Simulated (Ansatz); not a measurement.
Geometry optimisation, RKS B3LYP/6-31G* (Ansatz).

Input:

```yaml
crystal:
  periodic: [false, false, false]
  atoms:
    - { symbol: B, position_ang: [0.0, 0.0, 0.0] }
    - { symbol: Cl, position_ang: [0.0, 0.0, 2.21] }
    - { symbol: H, position_ang: [1.0305, 0.0, -0.595] }
    - { symbol: "N", position_ang: [-1.3423, 0.0, -0.775] }
    - { symbol: H, position_ang: [-2.0112, -0.8164, -0.6764] }
    - { symbol: H, position_ang: [-1.5914, 0.8164, -1.4036] }
    - { symbol: O, position_ang: [-0.2139, 1.6086, 0.5392] }
    - { symbol: H, position_ang: [-1.1525, 1.9139, 0.3252] }
    - { symbol: H, position_ang: [-0.1586, 1.1932, 1.6085] }
basis:
  gaussian: { orbitals: "6-31G*" }
hamiltonian:
  xc: b3lyp
relax:
  f_tol: 0.15
  max_steps: 25
  restrain:
    - { distance: [0, 6], at: 1.41, k: 30.0 }
    - { distance: [8, 1], at: 1.37, k: 30.0 }
    - { distance: [0, 1], at: 3.06, k: 30.0 }
    - { distance: [8, 6], at: 2.21, k: 30.0 }
```

Command:

```bash
$ ansatz run input.yaml --threads 1 --pin off --max-ram 2048MiB --backend cpu --events-out ev --progress --plain --runs-dir out
```

Where does it end, and by what steps?

It converged. The restraints hold the end off the free minimum. After 9 steps the energy has fallen by 3.791 eV (the restraints' own energy left out); H6 moved furthest, 0.87 Å.

```tsv
step	energy less start (eV)	largest force component (eV/Å)	accepted
0	0.0000	5.897	yes
1	-1.2022	4.926	yes
2	-2.1924	3.882	yes
3	-2.8254	1.116	yes
4	-3.2513	1.207	yes
5	-3.5049	1.327	yes
6	-3.6477	1.254	yes
7	-3.7730	0.897	yes
8	-3.7403	0.839	no
9	-3.7909	0.893	yes
```

```xyz
9
Properties=species:S:1:pos:R:3
B -0.199 0.475 -0.343
Cl -0.190 -0.147 2.668
H 0.768 -0.215 -0.288
N -1.396 -0.023 -0.882
H -1.473 -0.987 -1.171
H -2.265 0.490 -0.958
O -0.040 1.795 0.085
H -0.848 2.322 -0.006
H 0.203 1.006 2.127
```

Run time: 31 s on 1 thread of Arm Neoverse V2 (shared host), peak memory 0.17 GiB.
